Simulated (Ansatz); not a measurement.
This geometry of H$_{3}$InOS$_{2}$ (7 atoms, charge 0, multiplicity 1) is a first-order saddle point.

All numbers below come from Ansatz, RKS CAM-B3LYP-D4/def2-SVP.

```xyz
7
Properties=species:S:1:pos:R:3
O -1.762 0.356 -0.952
In -0.014 -0.153 -0.141
S 1.262 1.537 0.972
S 0.744 -2.396 -0.429
H -2.503 0.344 -0.334
H 0.358 2.494 0.676
H 1.915 -2.182 0.208
```

Problem. Which two structures does it join? (They come from a converged band through this point; their orientation in space is the band's.)

Solution. No bond is made or broken. The dihedral H5–O1–In2–S3 goes from 180 to 0°.

First end point:

```xyz
7
Properties=species:S:1:pos:R:3
O -1.844 0.558 -0.500
In -0.025 -0.074 -0.023
S 1.399 1.611 0.883
S 0.607 -2.354 -0.380
H -2.422 -0.120 -0.871
H 0.432 2.549 0.785
H 1.852 -2.170 0.107
```

Last end point:

```xyz
7
Properties=species:S:1:pos:R:3
O -1.937 0.000 -0.676
In -0.062 -0.264 -0.083
S 1.232 1.539 0.824
S 0.794 -2.472 -0.339
H -2.274 0.897 -0.562
H 0.241 2.444 0.679
H 2.007 -2.144 0.157
```

Problem. How far does it lie above each of them?

Solution. 0.099 eV above the first and 0.056 eV above the second. This is the barrier of this one path; another mechanism may lie lower.

Time of the run: 2.1 min on 2 threads of Intel(R) Xeon(R) Platinum 8375C CPU @ 2.90GHz (Ice Lake) (shared host), peak memory 0.26 GiB.
